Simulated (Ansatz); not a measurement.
C₂H₇Al, charge -1, doublet, geometry from GFN2-xTB (such geometries of metal compounds can be far from the true shape) (a state made from the parent by changing its charge; the spin is typed, not shown lowest) (a gas-phase anion, which may not be bound at this level); Ansatz (a quantum-chemistry and plane-wave program) with BLYP/6-31G*.

The Ansatz input:
Ansatz 0.2 input:
```yaml
crystal:
  periodic: [false, false, false]
  atoms:
    - {symbol: Al, position_ang: [0.72979096, -0.11447531, -0.08457774]}
    - {symbol: C, position_ang: [-0.72047631, -1.52848099, 0.40299154]}
    - {symbol: H, position_ang: [-0.32993588, -2.55612122, 0.33806958]}
    - {symbol: H, position_ang: [-1.60409967, -1.51079989, -0.25270682]}
    - {symbol: H, position_ang: [-1.11329866, -1.43071967, 1.42773765]}
    - {symbol: C, position_ang: [-0.27281966, 1.71143823, -0.11954513]}
    - {symbol: H, position_ang: [0.37240532, 2.52707988, -0.48175300]}
    - {symbol: H, position_ang: [-0.63344015, 2.04226083, 0.86761268]}
    - {symbol: H, position_ang: [-1.15679819, 1.72654885, -0.77482892]}
    - {symbol: H, position_ang: [0.93766048, -0.40781324, -1.72529904]}
basis:
  gaussian:
    orbitals: 6-31G*
    point_charges:
      - {charge: -1.0, position_ang: [-2.9082, -4.8505, 1.1103]}
hamiltonian:
  xc: blyp
total_charge: -1
magnetization: {spin_polarized: true, initial_magnetization: 1}
```

Question: Write the output that Ansatz gives for this input, abridged.

Answer: 
```
Functional definition: BLYP
854 factors; their error is unknown
mean field evaluation 1: about -8773.8301 eV, gradient 3.5e1 eV
mean field evaluation 2: about -8759.6485 eV, gradient 5.8e1 eV
mean field evaluation 4: about -8779.9920 eV, gradient 3.1e0 eV
mean field evaluation 8: about -8780.0444 eV, gradient 4.5e-2 eV
mean field evaluation 16: about -8780.0037 eV, gradient 2.9e-5 eV
mean field -8780.00368818 eV, -322.6591842404 hartree, gradient 2.9e-5 eV, S^2 0.750751; 0 other end points of the search recorded, 0 dependent functions left out
reference -8780.00403469 eV, -322.6591969743 hartree; 17, 16 occupied and 46, 47 virtual orbitals, 854 factors
Total energy: -8780.00403469 eV, -322.6591969743 hartree
```
